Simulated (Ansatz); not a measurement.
Computed with Ansatz on PBE0-D4/def2-TZVP structures; ΔE is electronic, products minus reactants. CBS: MP2 limit from def2 TZ/QZ plus the TZ coupled-cluster correction, frozen cores. This one scheme is used for every species. Functionals use def2-TZVPP. Elements past krypton have def2 core potentials. For W outer-core shells are correlated without core-valence functions, which leaves a few kJ/mol of doubt a bond. One conformer a species, not always the lowest.

Consider the ligand exchange at a W–F bond: `[NH2][W](=[O])([F])=[S]` + HCl → `[NH2][W](=[O])(=[S])[Cl]` + H–F.

| level | ΔE (eV) |
| --- | --- |
| B97M-V | 0.06 |
| PBE0-D4 | -0.08 |
| CCSD(T)/def2-SVP | 0.02 |
| CCSD/def2-TZVPP | -0.06 |

Question: What does CCSD(T)/CBS give? (Best estimate.)

Answer: The calculation gave: -0.14 eV. The listed levels differ from it by 0.20, 0.06, 0.16, 0.08 eV.

Largest T1 diagnostic among the species: 0.022, so the coupled-cluster value is less sure than usual.

From r2SCAN to r2SCAN0 (25 % exact exchange), in def2-TZVPP and without D4, ΔE moves by −0.06 eV. The D4 term adds −0.07 eV with B3LYP and −0.04 eV with PBE0; it sums over pairs of atoms, weighted by their polarisabilities, and B3LYP, whose exchange is more repulsive, gets the larger term. Leaving LDA and LC-ωPBE aside and taking each functional with its dispersion term where it has one, the values, not all of them listed here, spread over 0.23 eV, from PBE-QIDH to CAM-B3LYP-D4. LDA lies −0.04 eV from PBE without D4.

B3LYP here is the variant with VWN-RPA as its local correlation; programs differ in this.
